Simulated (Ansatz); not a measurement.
Stepwise reaction of tin tetrachloride with hydrogen sulfide, as a gas-phase model of exchange steps in deposition or etching. ΔE in kJ/mol.

Gas-phase electronic energies from Ansatz, PBE0-D4/def2-TZVP geometries. CCSD(T)/CBS is the MP2 limit (def2-TZVPP, def2-QZVPP) plus CCSD(T) − MP2 in def2-TZVPP, frozen cores. This one scheme is used for every species. DFT in def2-TZVPP. B3LYP here is the variant with VWN-RPA as its local correlation; programs differ in this. def2 core potentials past Kr. For Sn outer-core shells are correlated without core-valence functions, which leaves a few kJ/mol of doubt a bond. Each species was taken in one conformer, which may not be the lowest.

```
step                                                             reaction  PBE-D4  B3LYP-D4  ωB97M-V  CCSD(T)/CBS
   1  `[Cl][Sn]([Cl])([Cl])[Cl]` + H₂S → `[SH][Sn]([Cl])([Cl])[Cl]` + HCl    12.4      16.5     18.0         15.9
   2  `[SH][Sn]([Cl])([Cl])[Cl]` + H₂S → `[SH][Sn]([SH])([Cl])[Cl]` + HCl    14.7      19.4     20.3         18.2
   3  `[SH][Sn]([SH])([Cl])[Cl]` + H₂S → `[SH][Sn]([SH])([SH])[Cl]` + HCl    19.1      23.4     24.7         21.8
   4  `[SH][Sn]([SH])([SH])[Cl]` + H₂S → `[SH][Sn]([SH])([SH])[SH]` + HCl    22.9      27.8     28.7         25.8
```

(1) By hand: ΔE of the 4 steps together at CCSD(T)/CBS.

Results:

(1) (15.9) + (18.2) + (21.8) + (25.8) = 81.7 kJ/mol, or 20.4 kJ/mol a step.

In ΔE each step is higher than the one before. All are uphill at CCSD(T)/CBS. PBE-D4 differs from CCSD(T)/CBS by -3.5 to -2.7 kJ/mol a step. Isolated molecules leave out the surface, adducts and barriers. Largest T1 diagnostic: 0.012.
